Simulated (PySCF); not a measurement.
ClHMoO2S, SMILES [O]=[Mo](=[O])([SH])[Cl], multiplicity 1.

Geometry: PBE0-D3(BJ)/def2-SVP. The multiplicity is an assumed one; no other spin state was optimised. The structure was generated by enumeration; whether it is a known compound was not checked. The def2 effective core potentials stand for the cores of Mo; spin–orbit coupling is left out. One conformer was computed; it need not be the lowest.

These are PBE/def2-TZVP in PySCF values and carry that method's errors.

The molecule is in vacuum.

```yaml
total_energy: -1077.48060 hartree
highest_occupied_level: -7.44 eV
lowest_empty_level: -4.11 eV
orbital_gap: 3.33 eV
dipole_moment: 2.05 D
quadrupole, principal values (traceless, Buckingham form, about the centre of nuclear charge): -3.99, -1.92, 5.91 D·Å
mean_static_polarisability: 77.1 bohr³ (11.43 Å³)
polarisability_principal_values: 64.1, 72.1, 95.2 bohr³
```
